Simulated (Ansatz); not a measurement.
Born–Oppenheimer molecular dynamics of C2H7AlO (11 atoms, charge 0, multiplicity 1). It starts from a relaxed structure.

These are results of Ansatz 0.2.0, RKS LDA/STO-3G, not measurements.

```json
{"ensemble": "NVE (velocity Verlet)", "time step": "0.5 fs", "steps asked": "100", "starting velocities drawn for": "100 K", "masses": "H 3.016 u", "seed": "800639"}
```

First frame:

```xyz
11
Properties=species:S:1:pos:R:3
C -0.900 1.116 0.051
C 0.005 0.106 0.790
Al 1.261 -0.749 -0.381
O 0.761 -2.104 -1.271
H -1.494 0.626 -0.740
H -1.613 1.606 0.736
H -0.308 1.914 -0.427
H -0.641 -0.636 1.288
H 0.536 0.641 1.594
H 2.677 -0.313 -0.621
H -0.216 -2.262 -0.997
```

Problem. How far do the bonds stretch over the last three quarters of this one trajectory? (Pairs bonded in most of those frames.)

Solution. 
```
   bond  mean (Å)  spread (Å)  shortest  longest
  C1–C2     1.547       0.009      1.53     1.56
  C1–H5     1.102       0.016      1.08     1.13
  C1–H6     1.102       0.014      1.08     1.12
  C1–H7     1.102       0.016      1.08     1.13
 C2–Al3     1.921       0.005      1.91     1.93
  C2–H8     1.103       0.004      1.10     1.11
  C2–H9     1.103       0.003      1.10     1.11
 Al3–O4     1.697       0.010      1.68     1.71
Al3–H10     1.502       0.004      1.50     1.51
 O4–H11     1.027       0.005      1.02     1.04
```

Mean temperature of the second half: 53 K. The conserved energy stayed within 0.027 meV per atom of its start (net change 0.0078 meV per atom), so the integration is sound. A run of 0.05 ps of so small a system gives no equilibrium averages. Limits of this set-up: minimal basis.

The run took 80 s on 1 thread of Arm Neoverse V2, with other jobs on the host, peak memory 0.07 GiB.
